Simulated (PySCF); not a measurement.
`[C@@H](C)(CN)[As](C)C`, C₅H₁₄AsN

Molfile (atoms numbered from 1):
```
C5H14AsN
     RDKit          3D

 21 20  0  0  0  0  0  0  0  0999 V2000
    1.2704   -1.4161    0.6928 C   0  0  0  0  0  0  0  0  0  0  0  0
    0.5401   -0.4582   -0.2437 C   0  0  2  0  0  0  0  0  0  0  0  0
    1.5272    0.4645   -0.9747 C   0  0  0  0  0  0  0  0  0  0  0  0
    2.2341    1.4208   -0.1442 N   0  0  0  0  0  0  0  0  0  0  0  0
   -0.8250    0.6044    0.7785 As  0  0  0  0  0  3  0  0  0  0  0  0
   -2.0910   -0.8781    1.0657 C   0  0  0  0  0  0  0  0  0  0  0  0
   -1.7599    1.3662   -0.7831 C   0  0  0  0  0  0  0  0  0  0  0  0
    2.0529   -1.9607    0.1626 H   0  0  0  0  0  0  0  0  0  0  0  0
    0.5742   -2.1411    1.1137 H   0  0  0  0  0  0  0  0  0  0  0  0
    1.7279   -0.8725    1.5213 H   0  0  0  0  0  0  0  0  0  0  0  0
    0.0110   -1.0462   -1.0054 H   0  0  0  0  0  0  0  0  0  0  0  0
    0.9892    1.0346   -1.7403 H   0  0  0  0  0  0  0  0  0  0  0  0
    2.2841   -0.1424   -1.4849 H   0  0  0  0  0  0  0  0  0  0  0  0
    2.7601    0.9352    0.5752 H   0  0  0  0  0  0  0  0  0  0  0  0
    1.5657    2.0325    0.3222 H   0  0  0  0  0  0  0  0  0  0  0  0
   -3.0557   -0.4763    1.3734 H   0  0  0  0  0  0  0  0  0  0  0  0
   -1.7416   -1.5433    1.8538 H   0  0  0  0  0  0  0  0  0  0  0  0
   -2.2291   -1.4554    0.1522 H   0  0  0  0  0  0  0  0  0  0  0  0
   -1.2021    2.1995   -1.2084 H   0  0  0  0  0  0  0  0  0  0  0  0
   -2.7355    1.7397   -0.4732 H   0  0  0  0  0  0  0  0  0  0  0  0
   -1.9059    0.6097   -1.5539 H   0  0  0  0  0  0  0  0  0  0  0  0
  1  2  1  0
  2  3  1  0
  3  4  1  0
  2  5  1  0
  5  6  1  0
  5  7  1  0
  1  8  1  0
  1  9  1  0
  1 10  1  0
  2 11  1  6
  3 12  1  0
  3 13  1  0
  4 14  1  0
  4 15  1  0
  6 16  1  0
  6 17  1  0
  6 18  1  0
  7 19  1  0
  7 20  1  0
  7 21  1  0
M  END
```

Computed, not measured: GIAO PBE0/pcSseg-1 magnetisability, rotational g tensor and spin-rotation constants, non-relativistic, gas phase (PySCF 2.14.0). Geometry: GFN2-xTB.

The calculation is non-relativistic, which matters for the atoms heavier than Zn.

Q: Give the nuclear spin-rotation constants along the inertial axes (H = +C I·J) beside the isotropic shieldings.

A: Rotational constants 2.5259, 1.3429, 1.0772 GHz. A star marks the isotopologue with that one atom substituted, in its own axes.
```tsv
atom	isotope	Caa (kHz)	Cbb (kHz)	Ccc (kHz)	mean (kHz)	σ (ppm)
N4	14N	0.099	0.057	0.042	0.066	235.4
As5	75As	3.668	1.989	1.659	2.439	1451.1
H8	1H	-0.064	-0.124	-0.093	-0.093	30.8
H9	1H	-0.107	-0.059	-0.118	-0.095	30.4
H10	1H	-0.262	-0.145	0.017	-0.130	30.3
H11	1H	-0.243	-0.161	0.022	-0.127	30.4
H12	1H	-0.230	0.003	-0.075	-0.101	28.5
H13	1H	-0.031	-0.102	-0.086	-0.073	29.0
H14	1H	-0.259	-0.056	-0.080	-0.131	30.7
H15	1H	-0.137	-0.122	-0.088	-0.116	31.2
H16	1H	0.004	-0.130	-0.121	-0.082	30.8
H17	1H	-0.271	-0.009	-0.098	-0.126	30.7
H18	1H	-0.284	-0.150	0.018	-0.139	30.9
H19	1H	-0.155	-0.038	-0.120	-0.104	30.5
H20	1H	0.005	-0.134	-0.119	-0.083	30.8
H21	1H	-0.293	-0.133	0.006	-0.140	30.9
C1	13C*	0.337	0.182	0.160	0.227	170.1
C2	13C*	0.455	0.306	0.196	0.319	132.9
C3	13C*	0.495	0.261	0.196	0.318	135.8
C6	13C*	0.348	0.175	0.141	0.221	174.4
```
For the geometry as given, no vibrational averaging.

Q: How do the rotational constants and the g tensor change when H8, H9, H10, H11, H12, H13, H14, H15, H16, H17, H18, H19, H20, H21 are replaced by deuterium?

A: Constants 1.9902, 1.1337, 0.9017 GHz; g -0.0016, -0.0022, -0.0013, against -0.0018, -0.0026, -0.0016 before.
